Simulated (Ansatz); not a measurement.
Correlation energies of C6H18InN3 (`C[N](C)[In]([N](C)C)[N](C)C`) by basis set

```xyz
28

C     2.035   -0.264    2.247
N     1.836   -0.088    0.834
C     3.028   -0.346    0.072
In   -0.001    0.011    0.003
N    -0.224    0.802   -1.840
C     0.858    1.442   -2.540
C    -1.325    0.475   -2.705
N    -1.630   -0.359    1.136
C    -2.950    0.060    0.749
C    -1.647   -1.340    2.187
H     2.837    0.394    2.616
H     1.131   -0.015    2.807
H     2.323   -1.295    2.515
H     3.843    0.334    0.365
H     2.855   -0.206   -0.998
H     3.406   -1.373    0.211
H     1.298    0.805   -3.326
H     0.514    2.363   -3.035
H     1.659    1.726   -1.854
H    -1.742    1.379   -3.177
H    -1.033   -0.205   -3.523
H    -2.134   -0.008   -2.153
H    -3.564   -0.767    0.353
H    -3.498    0.476    1.609
H    -2.909    0.840   -0.015
H    -2.133   -0.944    3.093
H    -0.635   -1.644    2.465
H    -2.198   -2.253    1.905
```

The species carries charge 0 and has multiplicity 1. Correlated methods include outer-core shells of In, which these sets cover unevenly. In: def2 effective core potential. Geometry: relaxed with PBE0-D4/def2-TZVP. It is one conformer, not always the lowest. Frozen core, restricted reference, the Gaussian-basis code of Ansatz.

| basis | HF (Eh) | MP2 corr. | CCSD corr. | (T) | CCSD(T) total |
| --- | --- | --- | --- | --- | --- |
| def2-SVP | -589.88882 | -1.47291 | -1.58576 | -0.04977 | -591.52435 |
| def2-TZVPP | -590.34336 | -1.99586 | -2.06893 | -0.08334 | -592.49563 |
| def2-QZVPP | -590.36491 | -2.29568 | – | – | – |
